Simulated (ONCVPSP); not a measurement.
## Scattering properties, ONCV potential for bismuth

* Element: Bi
* Generator: ONCVPSP 4.0.1
* Type: optimised norm-conserving Vanderbilt (ONCV)
* Functional: Wu-Cohen
* Relativity: scalar-relativistic
* Frozen core: [Xe] 4f14 5d10
* Valence charge: 5
* Reference configuration: 6s2 6p3
* Partial waves: 6s: rc 2.00 bohr, ncon 3, nbas 7, qcut 2.6 1/bohr, 2 projectors, debl 4 Ha; 6p: rc 1.95 bohr, ncon 4, nbas 8, qcut 4.9 1/bohr, 2 projectors, debl 3.2 Ha
* Local potential: polynomial inside 1.80 bohr (lpopt 5, dvloc0 -1 Ha)
* Core correction: none

The phase is arctan(r·R′/R) of the radial function R(r), unwrapped; energies in Ha, scanned from -2 to 5 Ha. A pole is an energy at which the radial function vanishes at the test radius. The pseudo phase is shifted by a multiple of π to meet the all-electron one at the reference energy, and phase errors are pseudo minus all-electron; the curves can meet again beyond the range given. Levels narrower than the energy grid can be missing from the lists of poles.

```csv
channel,radius (bohr),reference energy (Ha),"poles, all-electron","poles, pseudo",unbroken range about the reference energy with phases within 0.05 rad,phase error 1 Ha above the reference energy (rad)
s,2.03,-0.53,1.37,"1.29, 2.03",below 1.8,-0.003
p,1.97,-0.17,3.15,3.15,the whole range,-0.001
```

Note: ghosts flagged at negative energy: p at -95.7 eV; GHOST(+) flagged for s at 53.1 eV. A true bound ghost makes a file unfit for plane-wave use.

Phases in the p channel:

```tsv
E (Ha)	all-electron	pseudo
-1.98	1.213	1.209
-1.80	1.181	1.177
-1.62	1.143	1.140
-1.44	1.097	1.094
-1.26	1.040	1.038
-1.08	0.967	0.965
-0.90	0.871	0.869
-0.72	0.740	0.739
-0.54	0.559	0.558
-0.36	0.310	0.310
-0.18	-0.004	-0.004
0.00	-0.337	-0.338
0.18	-0.627	-0.628
0.36	-0.848	-0.849
0.54	-1.006	-1.008
0.72	-1.122	-1.123
0.90	-1.208	-1.209
1.08	-1.273	-1.274
1.26	-1.325	-1.326
1.44	-1.367	-1.368
1.62	-1.402	-1.403
1.80	-1.431	-1.432
1.98	-1.457	-1.457
2.16	-1.479	-1.480
2.34	-1.499	-1.499
2.52	-1.517	-1.517
2.70	-1.534	-1.534
2.88	-1.549	-1.549
3.06	-1.564	-1.564
3.24	-1.578	-1.578
3.42	-1.591	-1.591
3.60	-1.605	-1.605
3.78	-1.618	-1.619
3.96	-1.631	-1.633
4.14	-1.645	-1.648
4.32	-1.660	-1.664
4.50	-1.675	-1.681
4.68	-1.692	-1.702
4.86	-1.711	-1.725
```
